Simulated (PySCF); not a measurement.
Compound: C₅H₅F₃O.
SMILES: `C#C[C@@H](CO)C(F)(F)F`

Computed, not measured: TDDFT CAM-B3LYP/def2-SVPD, vertical, gas phase, core orbitals frozen in the response (PySCF 2.14.0, density-fitted response routines). The structure is a single GFN2-xTB conformer in the gas phase; no vibrational or solvent corrections. Torsions of this conformer, `[CH:1]#[C:2][C@@H:3]([CH2:4][OH:5])[C:6]([F:7])([F:8])[F:9]`: C2–C3–C4–O5 -66°, C2–C3–C6–F7 -62°, H–O5–C4–C3 61°.

Question: List the vertical singlet excitations with oscillator strengths and describe the spectrum.

Answer: 

| state | E (eV) | ν̃ (cm⁻¹) | f | main configurations (H = HOMO, L = LUMO) |
| --- | --- | --- | --- | --- |
| S1 | 6.61 | 53350 | 0.0003 | H→L+1 (43%), H-1→L+1 (26%), H-2→L+1 (11%) |
| S2 | 6.95 | 56040 | 0.0013 | H-1→L+1 (32%), H→L+2 (16%) |
| S3 | 7.02 | 56630 | 0.0018 | H-1→L+2 (31%), H-1→L (10%), H-1→L+3 (9%) |
| S4 | 7.52 | 60630 | 0.0012 | H→L (57%), H-2→L (14%), H→L+2 (8%) |
| S5 | 8.06 | 65010 | 0.046 | H-1→L (55%), H-2→L (12%), H-1→L+2 (11%) |
| S6 | 8.18 | 66010 | 0.062 | H-2→L (38%), H-1→L (21%), H→L (8%) |
| S7 | 8.50 | 68570 | 0.059 | H→L+2 (37%), H-2→L+2 (28%) |
| S8 | 8.58 | 69240 | 0.019 | H-2→L+1 (46%), H→L+1 (25%), H-2→L (10%) |

Triplets (Tamm–Dancoff): T1 5.51 eV, H-1→L+1 (30%), H-2→L+1 (10%), H-1→L+2 (10%); T2 5.99 eV, H→L+1 (33%), H-1→L+1 (19%), H-1→L+2 (11%); T3 6.03 eV, H-1→L+1 (26%), H→L+2 (15%).

The lowest singlet comes at 187 nm (638 kJ/mol) in the vacuum ultraviolet; it is dark (f under 0.0005); its leading configuration is HOMO→LUMO+1 (43%). The most intense listed level is S6 at 8.18 eV (151 nm, f = 0.062), 1.57 eV above S1. Löwdin shares by element: HOMO carbon 52% or more, oxygen 27% (atoms not listed hold the other 20%); LUMO carbon 43% or more, oxygen 16% (atoms not listed hold the other 41%). The listed states span 1.97 eV, and the widest gap between neighbours is 0.54 eV (S4 to S5). Orbital energies (eV): HOMO-3 -11.64, HOMO-2 -10.46, HOMO-1 -10.13, HOMO -9.83, LUMO 0.99, LUMO+1 1.35, LUMO+2 1.45. The oscillator strengths of these states sum to 0.190; summed over the whole spectrum of an exact calculation they would give the number of electrons, 70 (Thomas–Reiche–Kuhn). No computed singlet lies in the visible range (380 to 750 nm); the lowest, at 187 nm, stands 3.35 eV above its violet end (3.26 eV). Only the lowest 8 singlets were computed, as vertical energies without vibronic structure.

Time: 60 s of wall time. Hardware: one thread, Arm Neoverse V1, shared host.
